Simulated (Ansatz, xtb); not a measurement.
Ligand exchange: CH2BrI + NaF → CH2FI + NaBr

Species: CH2BrI (bromoiodomethane) `BrCI`, singlet; NaF, singlet; CH2FI (fluoroiodomethane) `FCI`, singlet; NaBr, singlet. The partners trade Br for F: C–Br and Na–F bonds give way to C–F and Na–Br.

Shapes, held fixed at every level: PBE0-D4/def2-TZVP. Programs: Ansatz 0.2.0, xtb 6.7.1. The zero-point and thermal change to 298 K, harmonic and unscaled (PBE0-D4/def2-TZVP), is +4.0 kJ/mol.

```json
{"level": "GFN0-xTB", "kind": "semi-empirical", "ΔH(298 K) (kJ/mol)": "+153.7", "less CCSD(T)/def2-TZVPP": "+222.6"}
{"level": "HF/def2-SVP", "kind": "Hartree–Fock", "ΔH(298 K) (kJ/mol)": "-127.9", "less CCSD(T)/def2-TZVPP": "-59.0"}
{"level": "HF/def2-TZVPP", "kind": "Hartree–Fock", "ΔH(298 K) (kJ/mol)": "-116.2", "less CCSD(T)/def2-TZVPP": "-47.3"}
{"level": "r2SCAN-D4/def2-TZVPP", "kind": "meta-GGA", "ΔH(298 K) (kJ/mol)": "-78.6", "less CCSD(T)/def2-TZVPP": "-9.7"}
{"level": "B3LYP-D4/def2-TZVPP", "kind": "global hybrid", "ΔH(298 K) (kJ/mol)": "-70.3", "less CCSD(T)/def2-TZVPP": "-1.4"}
{"level": "wB97M-V/def2-TZVPP", "kind": "range-separated hybrid", "ΔH(298 K) (kJ/mol)": "-75.6", "less CCSD(T)/def2-TZVPP": "-6.7"}
{"level": "wB97X-V/def2-TZVPP", "kind": "range-separated hybrid", "ΔH(298 K) (kJ/mol)": "-75.5", "less CCSD(T)/def2-TZVPP": "-6.6"}
{"level": "B2PLYP/def2-TZVPP", "kind": "double hybrid", "ΔH(298 K) (kJ/mol)": "-69.9", "less CCSD(T)/def2-TZVPP": "-1.0"}
{"level": "CCSD(T)/def2-TZVPP", "kind": "coupled cluster or CI", "ΔH(298 K) (kJ/mol)": "-68.9", "less CCSD(T)/def2-TZVPP": "0.0"}
```

The highest level, CCSD(T)/def2-TZVPP, gives ΔH(298 K) = -68.9 kJ/mol; the levels span -127.9 to +153.7. They disagree on the sign: 1 of 9 are positive. GFN0-xTB strays far from the other rows. The column of differences is taken from that level and isn't an error. No measured value is set beside it here. For atoms past krypton def2 sets carry core potentials with scalar relativity. Relativity is left out for Br. Outer-core shells of Br, I, Na are correlated in most correlated rows, in sets that cover them unevenly.
